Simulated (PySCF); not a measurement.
Ground-state electric properties of a mixed set of molecules.

All values: wB97X-D/def2-SVPD (PySCF) at PBE0-D3(BJ)/def2-SVP geometries, gas phase, one conformer each. Core orbitals are frozen in the response; Δα² is half the sum of the squared differences of the principal polarisabilities.

Question: Rank by mean static polarisability, highest first.
A. `C#C[SiH2]OC`
B. `CCCCS[Si@H](C)Cl`
C. `C#C[Si]1(C=C)CC=CC1`

Answer: B (18.08 Å³), C (16.97 Å³), A (9.50 Å³).

Question: Rank by HOMO energy, lowest first.
A. `CCCCS[Si@H](C)Cl`
B. `C#C[SiH2]OC`
C. `C1=CC=C([C@@H]2C[SiH2]2)C=C1`

Answer: B (-10.12 eV), A (-8.89 eV), C (-7.93 eV).

Question: Rank by polarisability anisotropy Δα, highest first.
A. `[CH3:1][CH2:2][CH2:3][CH2:4][S:5][Si@H:6]([CH3:7])[Cl:8]` with C1–C2–C3–C4 179°, C2–C3–C4–S5 177°, C3–C4–S5–Si6 64°, C4–S5–Si6–C7 163°
B. `[cH:1]1[cH:2][cH:3][c:4]([C@@H:5]2[CH2:6][SiH2:7]2)[cH:8][cH:9]1` with C3–C4–C5–C6 23°
C. `[CH:1]#[C:2][SiH2:3][O:4][CH3:5]` with C2–Si3–O4–C5 -58°

Answer: B (9.16 Å³), A (5.12 Å³), C (3.40 Å³).

All values together:

```csv
SMILES,formula,μ (D),HOMO (eV),LUMO (eV),α (Å³),Δα (Å³),electrons,α per electron (Å³),ΔSCF removal energy (eV)
CCCCS[Si@H](C)Cl,C5H13ClSSi,0.94,-8.89,1.52,18.08,5.12,90,0.201,9.05
c1ccc([C@@H]2C[SiH2]2)cc1,C8H10Si,0.82,-7.93,1.27,18.00,9.16,72,0.250,7.93
C#C[Si]1(C=C)CC=CC1,C8H10Si,0.38,-8.88,1.30,16.97,4.91,72,0.236,9.00
C#C[SiH2]OC,C3H6OSi,1.41,-10.12,1.25,9.50,3.40,46,0.206,10.44
```

Conformers: `[CH3:1][CH2:2][CH2:3][CH2:4][S:5][Si@H:6]([CH3:7])[Cl:8]` with C1–C2–C3–C4 179°, C2–C3–C4–S5 177°, C3–C4–S5–Si6 64°, C4–S5–Si6–C7 163°; `[cH:1]1[cH:2][cH:3][c:4]([C@@H:5]2[CH2:6][SiH2:7]2)[cH:8][cH:9]1` with C3–C4–C5–C6 23°; `[CH:1]#[C:2][Si:3]1([CH:4]=[CH2:5])[CH2:6][CH:7]=[CH:8][CH2:9]1` with C2–Si3–C4–C5 -1°; `[CH:1]#[C:2][SiH2:3][O:4][CH3:5]` with C2–Si3–O4–C5 -58°.
